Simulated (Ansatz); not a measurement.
Species: SbI2, net charge 1, singlet state. It need not be the lowest isomer of its formula. 
Structure (B3LYP-D3(BJ)/def2-TZVP (Ansatz, an electronic-structure program) minimum search):
SMILES: [I][Sb+][I]
```xyz
3

Sb     0.9423     0.4920     0.3032
I     -0.8152     1.2911    -1.5004
I     -0.0916    -1.7645     1.2086
```
Charge +1, spin multiplicity 1.

Quantity: vertical electron affinity (to the doublet state of charge +0; a negative value means that the extra electron is unbound and the number depends on the basis; each state is the SCF solution reached for its spin; for the singlet T1 is 0.025), in eV. Correlated levels leave the core frozen unless marked. Open shells are spin-unrestricted. No spin-orbit coupling. Frozen are the shells of the preceding noble gas and the d and f shells that filled before the atom's block. Past Kr the def2 sets carry scalar-relativistic core potentials. CBS marks a two-point X^-3 extrapolation of the correlation energy; Hartree-Fock from the larger set. [CCSD(T)-MP2]/basis is that difference in the basis named.

```
level                                                          program  vertical electron affinity (eV)
-------------------------------------------------------------  -------  -------------------------------
HF/def2-SVPD                                                    Ansatz                             7.81
SVWN5/def2-TZVPD                                                Ansatz                             7.62
CAM-B3LYP/def2-TZVPD                                            Ansatz                             7.93
SCS-MP2/def2-TZVPPD                                             Ansatz                             7.62
CCSD/def2-TZVPPD                                                Ansatz                             7.74
CCSD(T)/def2-SVPD                                               Ansatz                             7.55
RI-MP2/CBS(def2-TZVPPD,def2-QZVPPD)+[CCSD(T)-MP2]/def2-TZVPPD   Ansatz                             7.76
```
